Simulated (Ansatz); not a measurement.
Species: trifluoromethoxyethene, C3H3F3O, net charge 0, singlet state. 
Geometry from a B3LYP-D3(BJ)/def2-TZVP (Ansatz, a first-principles code) optimisation:
```xyz
10

C     -2.2349     0.1603    -0.0348
C     -1.4833    -0.9235     0.0330
O     -0.0991    -1.0123     0.0540
C      0.6759     0.0947     0.0027
F      1.9442    -0.3035     0.0392
F      0.4643     0.9238     1.0393
F      0.4895     0.8061    -1.1224
H     -1.8449     1.1647    -0.0849
H     -3.3073     0.0330    -0.0404
H     -1.8821    -1.9254     0.0829
```

Total electronic energies in hartree. Valence correlation only, unless marked. No spin-orbit coupling. No relativistic terms. CBS(X,Y): correlation extrapolated as X^-3; Hartree-Fock from the larger set. [CCSD(T)-MP2]/basis is that difference in the basis named.

```
level                                                                 program  energy (Eh)
-------------------------------------------------------------  --------------  -----------
HF/6-31G*                                                              Ansatz   -488.51363
HF/cc-pVDZ                                                             Ansatz   -488.54333
HF/cc-pVTZ                                                             Ansatz   -488.70262
HF/aug-cc-pVQZ                                                         Ansatz   -488.74154
RI-HF/aug-cc-pVTZ                                                      Ansatz   -488.70879
r2SCAN-D3(BJ)/def2-TZVPD                                       Ansatz + dftd3   -490.85284
B3LYP-D4/def2-TZVPD                                            Ansatz + dftd4   -491.08383
PBE0-D3(BJ)/def2-TZVP                                          Ansatz + dftd3   -490.57592
PBE0-D4/def2-TZVP                                              Ansatz + dftd4   -490.57625
BHLYP-D3(BJ)/def2-TZVPD                                        Ansatz + dftd3   -490.86302
r2SCANh-D4/def2-TZVPD                                          Ansatz + dftd4   -490.82514
r2SCAN0-D4/def2-TZVPD                                          Ansatz + dftd4   -490.78555
CAM-B3LYP-D4/def2-TZVPD                                        Ansatz + dftd4   -490.93148
LC-wPBE-D4/def2-TZVPD                                          Ansatz + dftd4   -490.79681
PBE-QIDH/def2-TZVPD                                                    Ansatz   -490.50667
MP2/aug-cc-pVTZ                                                        Ansatz   -490.19725
MP2/cc-pwCVTZ                                                          Ansatz   -490.19395
RI-MP2/CBS(aug-cc-pVTZ,aug-cc-pVQZ)                                    Ansatz    -490.4082
CCSD/6-31G                                                             Ansatz   -489.09122
CCSD(T)/cc-pVTZ                                                        Ansatz   -490.22961
CCSD(T) with core electrons/cc-pwCVTZ                                  Ansatz   -490.62633
RI-MP2/CBS(aug-cc-pVTZ,aug-cc-pVQZ)+[CCSD(T)-MP2]/aug-cc-pVDZ          Ansatz    -490.4771
CCSD(T)/CBS(cc-pVTZ,cc-pVQZ)                                           Ansatz    -490.4667
```

Totals of different functionals don't rank their quality; only differences between species are comparable.
